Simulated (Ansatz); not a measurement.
Consider the redistribution: `[SH][InH2]` + `[SH][Sn]([SH])([SH])[SH]` → `[SH][InH][SH]` + `[SH][SnH]([SH])[SH]`.

Gas-phase electronic energies from Ansatz, PBE0-D4/def2-TZVP geometries. CCSD(T)/CBS is the MP2 limit (def2-TZVPP, def2-QZVPP) plus CCSD(T) − MP2 in def2-TZVPP, frozen cores. Functionals use def2-TZVPP. B3LYP here is the variant with VWN-RPA as its local correlation; programs differ in this. HSE06 is defined as in plane-wave codes. Elements past krypton have def2 core potentials. For In, Sn outer-core shells are correlated without core-valence functions, which leaves a few kJ/mol of doubt a bond. One conformer a species, not always the lowest.

```json
{"level": "B3LYP-D4", "ΔE (kJ/mol)": "-21.4", "difference from CCSD(T)/CBS": "5.8"}
{"level": "r2SCAN0-D4", "ΔE (kJ/mol)": "-26.3", "difference from CCSD(T)/CBS": "0.9"}
{"level": "HSE06-D4", "ΔE (kJ/mol)": "-24.5", "difference from CCSD(T)/CBS": "2.7"}
{"level": "CAM-B3LYP-D4", "ΔE (kJ/mol)": "-24.4", "difference from CCSD(T)/CBS": "2.8"}
{"level": "PBE", "ΔE (kJ/mol)": "-25.9", "difference from CCSD(T)/CBS": "1.3"}
{"level": "r2SCAN", "ΔE (kJ/mol)": "-26.0", "difference from CCSD(T)/CBS": "1.2"}
{"level": "HSE06", "ΔE (kJ/mol)": "-27.9", "difference from CCSD(T)/CBS": "-0.7"}
{"level": "CAM-B3LYP", "ΔE (kJ/mol)": "-28.4", "difference from CCSD(T)/CBS": "-1.2"}
{"level": "RPA@PBE/def2-TZVPP", "ΔE (kJ/mol)": "-25.4", "difference from CCSD(T)/CBS": "1.8"}
{"level": "HF/def2-SVP", "ΔE (kJ/mol)": "-34.0", "difference from CCSD(T)/CBS": "-6.8"}
{"level": "MP2/def2-SVP", "ΔE (kJ/mol)": "-27.5", "difference from CCSD(T)/CBS": "-0.3"}
{"level": "CCSD(T)/def2-SVP", "ΔE (kJ/mol)": "-28.4", "difference from CCSD(T)/CBS": "-1.2"}
{"level": "HF/def2-TZVPP", "ΔE (kJ/mol)": "-32.2", "difference from CCSD(T)/CBS": "-5.0"}
{"level": "SCS-MP2/def2-TZVPP", "ΔE (kJ/mol)": "-26.1", "difference from CCSD(T)/CBS": "1.1"}
{"level": "CCSD/def2-TZVPP", "ΔE (kJ/mol)": "-28.5", "difference from CCSD(T)/CBS": "-1.3"}
{"level": "MP2/CBS(def2)", "ΔE (kJ/mol)": "-25.6", "difference from CCSD(T)/CBS": "1.6"}
{"level": "CCSD(T)/CBS", "ΔE (kJ/mol)": "-27.2", "difference from CCSD(T)/CBS": "0"}
```

(1) What do rigid-rotor, harmonic-oscillator terms from PBE0-D4/def2-TZVP frequencies (298.15 K, 1 bar) make of the CCSD(T)/CBS value? (Best estimate.)

Largest T1 diagnostic among the species: 0.014.

Answers

(1) Ansatz gave: ΔZPE = +2.3 kJ/mol, ΔH = -25.8 kJ/mol, ΔS = 3 J/(mol·K), ΔG = -26.7 kJ/mol. Modes under 50 cm⁻¹ make the entropy rough.

Leaving LDA and LC-ωPBE aside and taking each functional with its dispersion term where it has one, the values, not all of them listed here, spread over 9.4 kJ/mol, from PBE-QIDH to BLYP-D4. The D4 term adds +6.1 kJ/mol with B3LYP and +3.6 kJ/mol with PBE0; it sums over pairs of atoms, weighted by their polarisabilities, and B3LYP, whose exchange is more repulsive, gets the larger term.
